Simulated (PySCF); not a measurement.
Correlation energy of Te⁺ (tellurium, charge +1)

[Kr] 4d10 5s1 5p3 5d1, high-spin 6D determinant (an excited configuration). Computed with PySCF 2.14 in aug-cc-pVTZ-PP with ECP28MDF, with a scalar-relativistic core potential. Frozen: 4s2 4p6 4d10; 5 electrons correlated.

MP2 pair energies summed by pair of shells (mhartree):

```
 pair  energy  share (%)
5p-5p  -11.06       50.3
5p-5d   -7.68       35.0
5s-5p   -2.50       11.4
5s-5d   -0.73        3.3
```

Total MP2 correlation energy: -21.96 mhartree.

Same-spin part -21.96 and opposite-spin part 0.00 mhartree; SCS-MP2 scales them by 1/3 and 6/5 to -7.32 mhartree.
